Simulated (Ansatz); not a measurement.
Problem. Predict a relaxed structure of PdSe2⁻, charge -1, doublet, at PBE0-D4/def2-TZVPD (Ansatz).

Solution. 
```
atom    x (Å)    y (Å)    z (Å)
 Pd1   1.3815   0.1399   0.1986
 Se2  -0.5240  -1.2109  -0.4552
 Se3  -0.8574   1.0710   0.2567
```
Point group C2v (tolerance 0.1 Å). The metal has 2 neighbours: Se 2.43 Å, Se 2.43 Å. This is one stationary point.

In the def2 sets Pd takes a core potential; there is no spin–orbit coupling. The relaxation made no stability test and no search for a lower SCF solution. Another isomer (doublet) lies 0.38 eV lower at r2SCAN-D4/def2-TZVPD.
